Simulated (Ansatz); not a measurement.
The same path of CH$_{8}$BInSi (12 atoms, charge 0, multiplicity 1) was run twice with different band settings.

Theory: RKS PBE0/def2-mTZVP (Ansatz 0.2.0).

Relaxed end points:

```xyz
12
Properties=species:S:1:pos:R:3
Si -0.888 1.454 -0.083
B -0.978 -0.541 -0.411
C 0.204 -1.176 -1.050
In 1.218 -0.625 0.970
H 0.340 1.613 0.834
H -0.532 2.308 -1.253
H -1.984 2.102 0.688
H -1.827 -1.200 0.118
H 0.895 -0.634 -1.696
H 0.253 -2.254 -1.209
H 0.550 -0.978 2.513
H 2.826 -0.124 0.614
```

```xyz
12
Properties=species:S:1:pos:R:3
Si -0.838 1.480 -0.140
B -0.312 -0.204 -1.131
C -0.410 -1.485 -0.384
In 1.343 -0.563 0.837
H 0.140 1.517 1.049
H -0.628 2.795 -0.802
H -2.167 1.468 0.533
H 0.285 -0.131 -2.167
H -1.094 -1.634 0.451
H -0.093 -2.429 -0.830
H 1.095 -0.983 2.486
H 2.755 0.116 0.132
```

Common settings: movable images 5; climbing image yes; optimiser quadratic models (default); start path through a guess of the saddle point; force threshold 0.05 eV/Å; iteration limit 60; end points relaxed.

| run | spring |
| --- | --- |
| 1 | 5.0 eV/Å² |
| 2 | 0.1 eV/Å² |

(1) What does each run give, and how far can it be trusted?

Results:

(1) Run 1: converged after 36 iterations, highest image 1.332 eV above the first end. The profile has 3 maxima (images 1, 3, 5) with wells between them (images 2, 4): this band takes more than one step, which may be the mechanism or a detour left from its start path. Neighbouring images differ by up to 1.3 eV, so the band resolves the path poorly. A vibrational analysis at the climbing image gives one clearly imaginary mode, 448i cm⁻¹: a first-order saddle point.
Run 2: converged after 37 iterations, highest image 1.332 eV above the first end. The profile has 3 maxima (images 1, 3, 5) with wells between them (images 2, 4): this band takes more than one step, which may be the mechanism or a detour left from its start path. Neighbouring images differ by up to 1.3 eV, so the band resolves the path poorly. Another band between the same ends (5 images) ends at a top of the same energy, where a vibrational analysis finds 1 clearly imaginary mode.
